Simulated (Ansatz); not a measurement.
`[SiH3][SiH2][SnH3]` + `[AlH2][SH]` → `[AlH2][S][SnH3]` + `[SiH3][SiH3]`  (cleavage of the Sn–Si bond)

Isolated molecules relaxed with PBE0-D4/def2-TZVP in Ansatz; ΔE leaves out vibrations. CBS: MP2 limit from def2 TZ/QZ plus the TZ coupled-cluster correction, frozen cores. This one scheme is used for every species. DFT in def2-TZVPP. Elements past krypton have def2 core potentials. For Sn outer-core shells are correlated without core-valence functions, which leaves a few kJ/mol of doubt a bond.

CCSD(T)/CBS gives -34.1 kJ/mol.

**Question.** Another level gave -26.5 kJ/mol. Which?
A. SCS-MP2/def2-TZVPP
B. HF/def2-TZVPP
C. PBE0-D4/def2-TZVPP
D. CCSD(T)/def2-TZVPP

**Answer.** C. PBE0-D4 -26.5, SCS-MP2/def2-TZVPP -37.8, HF/def2-TZVPP -44.9, CCSD(T)/def2-TZVPP -31.4 kJ/mol.

Largest T1 diagnostic among the species: 0.014.

In def2-TZVPP, CCSD(T) changes the Hartree–Fock value by +13.5 kJ/mol (the triples alone add −0.0 kJ/mol) and MP2 by +9.7 kJ/mol. From BLYP to BHLYP (50 % exact exchange), in def2-TZVPP and without D4, ΔE moves by −6.9 kJ/mol.
